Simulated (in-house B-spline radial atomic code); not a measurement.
Configurations of V, with energies counted from [Ar] 3d3 4s2. Computed with a B-spline radial code for spherical atoms: scalar-relativistic (X2C) Hartree-Fock with fractional occupations, spin-polarised, spherical fractional occupations, Fermi nucleus of rms radius 3.6002 fm. Shells without spins written out take the highest spin.

Caution: exact exchange at fractional occupations of open shells leaves self-interaction of up to several eV.

Occupations are held fixed; configurations that lie above the ionisation limit could autoionise.

| configuration | E - E(ref) (eV) | highest orbital | its <r> (bohr) |
| --- | --- | --- | --- |
| [Ar] 3d3 4s1 5d1 | 5.38 | 5d up | 28.21 |
| [Ar] 3d(2 up, 0 down) 4s2 5d(1 up, 0 down) | 10.818 | 5d up | 27.92 |
| [Ar] 3d2 4s2 4f1 | 10.898 | 4f up | 29.71 |
| [Ne] 3s2 3p(3 up, 2 down) 3d(4 up, 0 down) 4s2 | 39.02 | 4s down | 3.782 |
| [Ne] 3s2 3p(2 up, 3 down) 3d(0 up, 3 down) 4s2 4p(1 up, 0 down) | 52.66 | 4p up | 4.938 |
| [Ne] 3s2 3p5 3d3 4s2 5f1 | 55.456 | 5f up | 44.96 |
| [Ne] 3s2 3p(3 up, 2 down) 3d(1 up, 2 down) 4s2 5s(0 up, 1 down) | 67.763 | 5s down | 8.893 |

(1) Order these further configurations by energy, lowest first.
A. [Ar] 3d3 4s1 5s1
B. [Ar] 3d3 4s1 4p1
C. [Ne] 3s2 3p5 3d3 4s2 4f1
D. [Ar] 3d3 4s1 5f1
E. [Ar] 3d(1 up, 2 down) 4s2

(2) How far above the reference does [Ne] 3s2 3p5 3d3 4s2 5p1 lie?

(3) How far above the reference does [Ar] 3d2 4s2 4p1 lie?

(4) How far above the reference does [Ne] 3s2 3p5 3d3 4s2 4d1 lie?

Results:

(1) B (2.6856 eV), A (3.5509 eV), D (5.5759 eV), E (7.9643 eV), C (55.336 eV).

(2) 54.629 eV; its least bound orbital is 5p up with <r> = 13.76 bohr.

(3) 7.9256 eV; its least bound orbital is 4p up with <r> = 4.556 bohr.

(4) 54.942 eV; its least bound orbital is 4d up with <r> = 15.62 bohr.
